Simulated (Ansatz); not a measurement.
One change: `FB(F)O[SiH3]` becomes `COB(F)O[SiH3]`.

Ansatz, PBE0-D4/def2-TZVP geometries, multiplicity 1. Each molecule was computed in one conformer, which needn't be the lowest.

| property | `FB(F)O[SiH3]` |
| --- | --- |
| HOMO–LUMO gap (PBE/def2-TZVPP) / eV | 7.14 |
| HOMO–LUMO gap (ωB97M-V/def2-TZVPP) / eV | 13.31 |
| LUMO energy (B3LYP/def2-TZVPP) / eV | -0.48 |
| LUMO energy (PBE/def2-TZVPP) / eV | -1.08 |
| HOMO energy (B3LYP/def2-TZVPP) / eV | -9.47 |
| HOMO energy (PBE/def2-TZVPP) / eV | -8.22 |

Question: What does the change do to each property? (Best estimate.)

Answer: The calculation gave: 
```json
{"property": "HOMO–LUMO gap (PBE/def2-TZVPP) / eV", "`COB(F)O[SiH3]`": "6.64", "shift": "-0.50"}
{"property": "HOMO–LUMO gap (ωB97M-V/def2-TZVPP) / eV", "`COB(F)O[SiH3]`": "12.97", "shift": "-0.34"}
{"property": "LUMO energy (B3LYP/def2-TZVPP) / eV", "`COB(F)O[SiH3]`": "-0.07", "shift": "0.41"}
{"property": "LUMO energy (PBE/def2-TZVPP) / eV", "`COB(F)O[SiH3]`": "-0.69", "shift": "0.39"}
{"property": "HOMO energy (B3LYP/def2-TZVPP) / eV", "`COB(F)O[SiH3]`": "-8.65", "shift": "0.82"}
{"property": "HOMO energy (PBE/def2-TZVPP) / eV", "`COB(F)O[SiH3]`": "-7.33", "shift": "0.89"}
```

With PBE0 the HOMO rises by 0.79 eV and the LUMO rises by 0.40 eV, so the gap narrows by about 0.39 eV. PBE moves the HOMO by 0.89 eV and ωB97M-V by 0.71 eV. The zero-point energy changes by 106.1 kJ/mol with +12 modes.

B3LYP here is the variant with VWN-RPA as its local correlation; programs differ in this.
